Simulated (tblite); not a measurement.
C7H7F.
Atom-mapped SMILES: `[CH:1]#[C:2][C:3]#[C:4][C@H:5]([F:6])[CH2:7][CH3:8]` (hydrogens: H9 on C1; H10 on C5; H11, H12 on C7; H13, H14, H15 on C8)

Computed with GFN2-xTB (tblite), gas phase: Langevin dynamics at 300 K from the optimised GFN2-xTB geometry, time step 0.5 fs, friction 0.01 fs⁻¹, 2000 steps. The instantaneous temperature is 2·E(kin)/(3Nk) with all 3N coordinates.

```
t (fs)  T (K)  E(pot) above start (eV)  C1≡C2 (Å)  C2–C3 (Å)  C3≡C4 (Å)  C4–C5 (Å)  C5–F6 (Å)  C1–H9 (Å)  C4–C5–C7–C8 (°)
     0    239                    0.000      1.204      1.359      1.207      1.448      1.390      1.048             -175
    25    135                    0.302      1.196      1.369      1.205      1.445      1.419      1.065              178
    50    242                    0.216      1.200      1.392      1.213      1.462      1.399      1.010             -173
    75    186                    0.353      1.216      1.328      1.204      1.467      1.375      1.077             -168
   100    248                    0.236      1.189      1.361      1.225      1.492      1.384      1.035             -172
   125    191                    0.320      1.201      1.319      1.212      1.454      1.390      1.067             -176
   150    209                    0.434      1.216      1.386      1.196      1.524      1.412      1.059             -177
   175    197                    0.429      1.197      1.356      1.198      1.463      1.410      1.028             -166
   200    214                    0.337      1.201      1.363      1.223      1.420      1.361      1.075             -170
   225    256                    0.295      1.220      1.352      1.203      1.461      1.354      1.015             -174
   250    214                    0.479      1.183      1.386      1.177      1.492      1.408      1.100             -174
   275    404                    0.305      1.218      1.376      1.205      1.447      1.406      1.014             -177
   300    270                    0.563      1.206      1.342      1.223      1.447      1.341      1.103             -177
   325    347                    0.407      1.210      1.368      1.240      1.448      1.408      1.027             -167
   350    365                    0.367      1.202      1.343      1.189      1.412      1.379      1.060             -169
   375    333                    0.462      1.224      1.356      1.194      1.460      1.371      1.067             -166
   400    247                    0.549      1.200      1.375      1.240      1.492      1.401      1.044             -157
   425    264                    0.551      1.206      1.317      1.186      1.398      1.395      1.045             -161
   450    306                    0.582      1.202      1.416      1.201      1.470      1.393      1.035             -158
   475    325                    0.491      1.206      1.356      1.229      1.408      1.444      1.068             -162
   500    360                    0.594      1.214      1.370      1.204      1.412      1.392      1.022             -172
   525    297                    0.754      1.194      1.415      1.188      1.419      1.396      1.063             -167
   550    357                    0.454      1.215      1.367      1.200      1.431      1.436      1.046             -166
   575    381                    0.562      1.223      1.360      1.245      1.397      1.428      1.057             -175
   600    283                    0.529      1.193      1.375      1.228      1.433      1.369      1.054             -175
   625    366                    0.478      1.217      1.373      1.181      1.468      1.435      1.054             -178
   650    462                    0.350      1.206      1.347      1.201      1.463      1.376      1.055             -176
   675    360                    0.556      1.196      1.355      1.235      1.452      1.327      1.050             -176
   700    371                    0.579      1.208      1.308      1.228      1.450      1.402      1.044              169
   725    297                    0.585      1.207      1.346      1.202      1.510      1.396      1.041              166
   750    310                    0.519      1.184      1.357      1.194      1.498      1.401      1.049              166
   775    358                    0.516      1.227      1.344      1.227      1.446      1.352      1.043              169
   800    354                    0.441      1.201      1.384      1.223      1.435      1.387      1.079              172
   825    332                    0.421      1.203      1.357      1.197      1.404      1.391      1.034              179
   850    266                    0.434      1.209      1.408      1.225      1.433      1.440      1.055             -170
   875    276                    0.315      1.210      1.358      1.189      1.390      1.396      1.064             -163
   900    276                    0.281      1.230      1.370      1.198      1.423      1.396      1.048             -163
   925    274                    0.409      1.193      1.377      1.228      1.460      1.411      1.073             -166
   950    188                    0.357      1.201      1.356      1.201      1.475      1.366      1.039             -174
   975    191                    0.317      1.200      1.308      1.202      1.448      1.391      1.094             -171
  1000    223                    0.329      1.198      1.346      1.222      1.492      1.438      1.029             -169
```

**Question.** From 500 fs on, how do temperature and potential energy compare with equipartition?

**Answer.** The mean temperature of these 21 frames is 313 K against the target 300 K, and the mean potential energy 0.47 eV against 39 × kT/2 = 0.50 eV for 39 classical harmonic modes. For 15 atoms in a canonical ensemble the temperature itself scatters by T·√(2/(3N)) = 63 K; here its standard deviation is 65 K. The whole run lasts only 10 friction times of 100 fs, so these averages carry a wide statistical error.

**Question.** What are the kinetic and total energies of the listed frame with the highest potential energy?

**Answer.** The one at 525 fs, 0.754 eV above the start. Its kinetic energy is 3NkT/2 = 0.575 eV at 297 K, so the sum is 1.33 eV; over the listed frames the sum runs from 0.46 to 1.33 eV, since the thermostat adds and removes energy.

**Question.** How much do the listed bonds fluctuate from 500 fs on?

**Answer.** 
```json
{"bond": "C1≡C2", "at the start (Å)": "1.204", "mean (Å)": "1.206", "standard deviation (Å)": "0.012"}
{"bond": "C2–C3", "at the start (Å)": "1.359", "mean (Å)": "1.361", "standard deviation (Å)": "0.025"}
{"bond": "C3≡C4", "at the start (Å)": "1.207", "mean (Å)": "1.210", "standard deviation (Å)": "0.017"}
{"bond": "C4–C5", "at the start (Å)": "1.448", "mean (Å)": "1.445", "standard deviation (Å)": "0.032"}
{"bond": "C5–F6", "at the start (Å)": "1.390", "mean (Å)": "1.396", "standard deviation (Å)": "0.028"}
{"bond": "C1–H9", "at the start (Å)": "1.048", "mean (Å)": "1.052", "standard deviation (Å)": "0.016"}
```

The motion is classical and holds no zero-point motion.

The cost below is that of the whole dynamics run. The run took 23 s on one thread of an AMD EPYC 7571, on a shared host, and the process peaked at 0.18 GiB of memory.
